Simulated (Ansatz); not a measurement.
C$_{2}$H$_{7}$NOSi (`NCC1O[SiH2]1`), relaxed with RKS PBE0-D4/def2-TZVP in Ansatz from a PBE-D4/def2-SVP geometry. The force threshold is 0.005 eV/Å; the program also tests the step.

Total charge 0; spin multiplicity 1.

Start:

```xyz
12

N    -1.122   -1.755    0.104
C    -0.924   -0.355    0.469
C    -0.004    0.405   -0.471
O     1.359   -0.174   -0.530
Si    1.430    1.436    0.063
H    -0.193   -2.185   -0.011
H    -1.561   -1.809   -0.826
H    -0.512   -0.320    1.502
H    -1.907    0.164    0.509
H    -0.426    0.558   -1.489
H     1.774    1.594    1.511
H     2.086    2.441   -0.831
```

How much energy does the relaxation release, and in how many steps? (Estimate.)

Computed: 8.04 kJ/mol, in 7 steps.

Which bonds change most? (An estimate is asked.)

The calculation gave: O4–Si5 from 1.717 to 1.663 Å; C3–Si5 from 1.844 to 1.811 Å; C3–H10 from 1.113 to 1.092 Å; C2–H8 from 1.112 to 1.095 Å.

Give the relaxed structure. (Best estimate.)

The calculation gave: 
```xyz
12

N    -1.140   -1.736    0.083
C    -0.896   -0.356    0.466
C     0.014    0.401   -0.463
O     1.392   -0.141   -0.491
Si    1.411    1.429    0.058
H    -0.251   -2.213   -0.024
H    -1.600   -1.775   -0.819
H    -0.474   -0.356    1.476
H    -1.853    0.171    0.528
H    -0.378    0.510   -1.477
H     1.734    1.630    1.488
H     2.041    2.436   -0.825
```
